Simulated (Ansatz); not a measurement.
IPb (SMILES [I][Pb+]), charge +1, singlet, at a GFN2-xTB geometry (such geometries of metal compounds can be far from the true shape) (core potentials on I, Pb). Base run: HF/def2-TZVP run with Ansatz (a program for electronic structure).

Geometry (Å):
```xyz
2

Pb     0.0000     0.0000    -1.0391
I      0.0000     0.0000     1.6077
```
Charge +1, spin multiplicity 1.
All else is at Ansatz's defaults.

Each row names what was changed in the base input (with any setting that the change needs).

```
change                                                                         basis functions        E (Eh)
-----------------------------------------------------------------------------  ---------------  ------------
base                                                                                       100    -488.32213
basis = x2c-SVPall; relativity = spin-free X2C; nucleus = Gaussian                          98  -27990.42564
basis = jorge-DZP-DKH; relativity = spin-free X2C                                          111  -27977.64469
basis = jorge-DZP-DKH; relativity = spin-free X2C; nucleus = Gaussian                      111  -27973.76094
basis = Sapporo-DKH3-DZP-2012; relativity = none                                           125  -23390.85913
basis = jorge-DZP-DKH; relativity = none                                                   111  -25849.04228
basis = x2c-SVPall; relativity = none                                                       98  -23443.22630
basis = x2c-SVPall; relativity = spin-free X2C                                              98  -27994.84155
basis = Sapporo-DKH3-DZP-2012; relativity = spin-free X2C; nucleus = Gaussian              125  -27990.34145
basis = Sapporo-DKH3-DZP-2012; relativity = spin-free X2C                                  125  -27994.17016
```

Totals shift with the method and basis; they matter in differences.

Ansatz warned in this series: the basis is contracted for relativity, which the run leaves out.

Basis sets contracted for a relativistic Hamiltonian are a mismatch without it, so the rows without relativity aren't non-relativistic limits. No row has spin-orbit coupling; sets with core potentials leave out the core electrons.
